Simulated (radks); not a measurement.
Spherical quantum dot in the effective-mass picture: electrons in a hard-walled sphere of radius 12.6, with a point charge +1 (a donor) at the centre, all in effective atomic units (hartree* = m*/eps^2 hartree, bohr* = eps/m* bohr), one dielectric constant everywhere. Calculated with a radial shooting solver with Libxc functionals: non-relativistic Kohn-Sham, PBE, spin-polarised, spherical densities. Levels are named by radial order and angular momentum (1s, 1p, 1d, 2s, ...), and open shells are averaged over m. Results are scaled to m* = 0.031 and eps = 12, for which hartree* = 5.858 meV and bohr* = 20.48 nm.

N = 5, configuration 1s2 1p(up 2, down 0) 2s(up 1, down 0). This is the lowest configuration that the search found (a dilute case). Occupied levels:

level,occupation,eigenvalue (meV),<r> (nm)
1s up,1,2.0090,53.16
2s up,1,2.2271,161.1
1s down,1,2.2438,102.7
1p up,2,2.2823,177.8

Energy (meV): total 1.39489, kinetic 4.3250, external -9.6863, Hartree 10.819, exchange-correlation -4.0626.
